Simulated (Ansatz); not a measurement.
`O[SiH](O)[CH2][GeH3]` and `O[SiH2]O` differ in one atom or group.

Ansatz, PBE0-D4/def2-TZVP geometries, multiplicity 1. Each molecule was computed in one conformer, which needn't be the lowest.

Scalar relativity is left out up to krypton.

| property | `O[SiH](O)[CH2][GeH3]` |
| --- | --- |
| size of the dipole moment (ωB97M-V/def2-TZVPP) / D | 1.35 |
| HOMO–LUMO gap (PBE/def2-TZVPP) / eV | 6.66 |
| size of the dipole moment (B3LYP/def2-TZVPP) / D | 1.34 |
| LUMO energy (ωB97M-V/def2-TZVPP) / eV | 2.01 |
| size of the dipole moment (PBE/def2-TZVPP) / D | 1.38 |
| LUMO energy (PBE/def2-TZVPP) / eV | -0.29 |

Task: Give the same properties after the change, and the shifts. (Best estimate.)

Result: Ansatz gave: 
```json
{"property": "size of the dipole moment (ωB97M-V/def2-TZVPP) / D", "`O[SiH2]O`": "1.06", "shift": "-0.29"}
{"property": "HOMO–LUMO gap (PBE/def2-TZVPP) / eV", "`O[SiH2]O`": "7.01", "shift": "0.35"}
{"property": "size of the dipole moment (B3LYP/def2-TZVPP) / D", "`O[SiH2]O`": "1.03", "shift": "-0.31"}
{"property": "LUMO energy (ωB97M-V/def2-TZVPP) / eV", "`O[SiH2]O`": "2.01", "shift": "0.00"}
{"property": "size of the dipole moment (PBE/def2-TZVPP) / D", "`O[SiH2]O`": "1.09", "shift": "-0.29"}
{"property": "LUMO energy (PBE/def2-TZVPP) / eV", "`O[SiH2]O`": "-0.37", "shift": "-0.08"}
```

With PBE0 the HOMO falls by 0.58 eV and the LUMO falls by 0.06 eV, so the gap widens by about 0.52 eV. PBE moves the HOMO by -0.42 eV and ωB97M-V by -0.68 eV. Dipoles are sizes alone; their direction can turn.

B3LYP here is the variant with VWN-RPA as its local correlation; programs differ in this.
